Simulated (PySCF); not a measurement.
Two-component Hartree-Fock for Kr(30+) (krypton, charge +30)

Start: [He] 2s2 2p2; 2p1/2 filled at m_j = -1/2, +1/2. Calculated with PySCF 2.14 in an even-tempered Gaussian basis (17 s from 11 bohr⁻², ratio 2.4; 12 p from 14 bohr⁻², ratio 2.4; 5 d from 50 bohr⁻², ratio 2.6; 4 f from 75 bohr⁻², ratio 2.6): generalised Hartree-Fock with the X2C-1e Hamiltonian and a Gaussian nucleus; one run each with spin-orbit coupling (SO) switched off, then screened by Boettger's factors.

```tsv
spinor shell	electrons	ε, spin-free (eV)	ε, screened SO (eV)	weight of nominal j (screened SO)	rms radius, screened SO (bohr)
1s1/2	2	-16499.8	-16494.3	1.000	0.0475
2s1/2	2	-3690.9	-3689.3	1.000	0.187
2p1/2	2	-3566.2	-3590.7	1.000	0.161
```

```tsv
quantity	spin-free	screened SO
E (hartree)	-1860.22794	-1862.69770
M_J	0	0
⟨J²⟩	2.000	0.000
⟨L²⟩	2.000	1.333
⟨S²⟩	2.000	1.333
```

Without spin-orbit coupling the j labels of p, d and f shells carry no meaning; the spin-free column gives the mean over the occupied spinors of each nl shell.
